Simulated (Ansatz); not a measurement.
Two members of one family (Rs-NaCl), computed with Ansatz in the gas phase. The two geometries come from different levels. Sets without diffuse functions give affinities that are too small. A dash marks a value that wasn't run or was left out as unsound. The structures are stationary points that may keep the symmetry of their start. Remarks come from the PBE and PBE0 runs and from stability tests at other levels; not every state was tested. A HOMO above zero means that the electron is unbound at that level and held by the basis, or that self-interaction error raises the level; the energy of removing that electron tells which. HOMO above LUMO (over both spins in singlets and doublets, within one spin in higher multiplets; at PBE or PBE0), or a gap under 0.15 eV within one spin, warns that the state may not be the lowest or that an electron is smeared out.

First: 1x4x4 NaCl rock-salt block, 1x4x4 (singlet, charge 0, r2SCAN-D4/def2-SVP geometry).

Cartesian coordinates in Å:
```
Na 2.3613 0.2316 4.6598
Cl 2.4019 -1.6437 2.9766
Na 1.4096 -3.5020 1.4291
Cl 1.3713 -5.2047 -0.4329
Cl 0.9149 1.9705 3.5468
Na 0.8269 0.0821 1.6050
Cl -0.4768 -1.8627 0.3408
Na -0.1669 -3.6503 -1.6908
Na 0.1668 3.6504 1.6907
Cl 0.4778 1.8637 -0.3407
Na -0.8261 -0.0818 -1.6055
Cl -0.9141 -1.9702 -3.5474
Cl -1.3715 5.2041 0.4322
Na -1.4097 3.5021 -1.4292
Cl -2.4028 1.6435 -2.9763
Na -2.3626 -0.2326 -4.6583
```

```
             level  HOMO (eV)  LUMO (eV)  gap (eV)  vertical EA (eV)
   PBE-D4/def2-SVP      -5.47      -1.80      3.67              0.89
r2SCAN-D4/def2-SVP      -5.78      -1.11      4.67                 –
  PBE0-D4/def2-SVP      -6.83      -1.22      5.61              0.65
```

Remarks: HOMO above zero (-1 doublet), gap within one spin near zero at PBE or PBE0 (-1 doublet).

Second: 2x2x4 NaCl rock-salt block, 2x2x4 (singlet, charge 0, PBE-D4/def2-SVP geometry).

```xyz
16

Na    0.034   -2.352    3.539
Cl   -0.727   -0.132    2.346
Na   -1.180    1.847    0.620
Cl   -1.846    4.017   -0.777
Cl   -0.811   -4.059    1.733
Na   -1.251   -1.887    0.255
Cl   -2.059    0.087   -1.344
Na   -2.297    2.315   -2.724
Cl    2.575   -2.282    2.881
Na    1.848   -0.259    1.306
Cl    1.492    1.951   -0.138
Na    0.588    3.830   -1.745
Na    1.676   -3.793    0.930
Cl    1.294   -1.906   -0.864
Na    0.583    0.298   -2.181
Cl    0.081    2.325   -3.838
```

Estimate how these quantities change from the first to the second (second minus first).


```
             level  Δ HOMO (eV)  Δ LUMO (eV)  Δ gap (eV)  Δ vertical EA (eV)
   PBE-D4/def2-SVP        -0.93         0.40        1.33               -0.56
r2SCAN-D4/def2-SVP        -0.96         0.37        1.32                   –
  PBE0-D4/def2-SVP        -0.95         0.43        1.39               -0.60
```

Remarks: HOMO above zero (-1 doublet).
